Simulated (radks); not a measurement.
Values are calculated unless marked as measured or tabulated.
All-electron atom: Lu I in [Kr] 4d10 4f14 5s2 5p5 5d1 6s2 6d1 (not the ground configuration). Code: a radial shooting solver on a logarithmic mesh with Libxc functionals. Model: non-relativistic Kohn-Sham, exchange-only LDA, spin-polarised, spherical densities, point nucleus; open shells are filled with parallel spins first (spin-orbit coupling, left out, can overturn this in heavy ions); relativity is left out, which matters for an element this heavy.

Unscreened Slater integrals over Kohn-Sham orbitals (eV). They are taken over the spin-up orbitals. Empty in this configuration: 6p.

integral,value
"F0(6d,6d)",2.3567
"F2(6d,6d)",1.2375
"F4(6d,6d)",0.81161
"F0(6d,6s)",3.0233
"G2(6d,6s)",0.19590
"F0(6d,5d)",3.0966
"F2(6d,5d)",0.37149
"F4(6d,5d)",0.13268
"G0(6d,5d)",0.085494
"G2(6d,5d)",0.098061
"G4(6d,5d)",0.075745
"F0(6d,4f)",3.1858
"F2(6d,4f)",0.11003
"F4(6d,4f)",0.041207
"G1(6d,4f)",0.034965
"G3(6d,4f)",0.030501
"G5(6d,4f)",0.023725
"F0(6d,6p)",2.9651
"F2(6d,6p)",0.90852
"G1(6d,6p)",0.63902
"G3(6d,6p)",0.39986
"F0(6s,6s)",7.1307
"F0(6s,5d)",8.3405
"G2(6s,5d)",2.1431
"F0(6s,4f)",9.4065
"G3(6s,4f)",0.28684
"F0(6s,6p)",6.1854
"G1(6s,6p)",3.8756
"F0(5d,5d)",11.533
"F2(5d,5d)",5.8836
"F4(5d,5d)",3.8365
"F0(5d,4f)",15.063
"F2(5d,4f)",3.3380
"F4(5d,4f)",1.5669
"G1(5d,4f)",1.4592
"G3(5d,4f)",1.1886
"G5(5d,4f)",0.90537
"F0(5d,6p)",6.8502
"F2(5d,6p)",2.3055
"G1(5d,6p)",1.2809
"G3(5d,6p)",0.98005
"F0(4f,4f)",36.738
"F2(4f,4f)",17.357
"F4(4f,4f)",10.869
"F6(4f,4f)",7.8139
"F0(4f,6p)",7.4653
"F2(4f,6p)",0.73041
"G2(4f,6p)",0.18780
"G4(4f,6p)",0.16882
"F0(6p,6p)",5.5680
"F2(6p,6p)",2.9655

Derived for the open shells (J is the average intra-shell exchange parameter used in DFT+U). 5d: Racah B = F2/49 - 5 F4/441 = 0.07658 eV, C = 35 F4/441 = 0.3045 eV, C/B = 3.98, F4/F2 = 0.652, J = (F2 + F4)/14 = 0.6943 eV. 6d: Racah B = F2/49 - 5 F4/441 = 0.01605 eV, C = 35 F4/441 = 0.06441 eV, C/B = 4.01, F4/F2 = 0.656, J = (F2 + F4)/14 = 0.1464 eV.
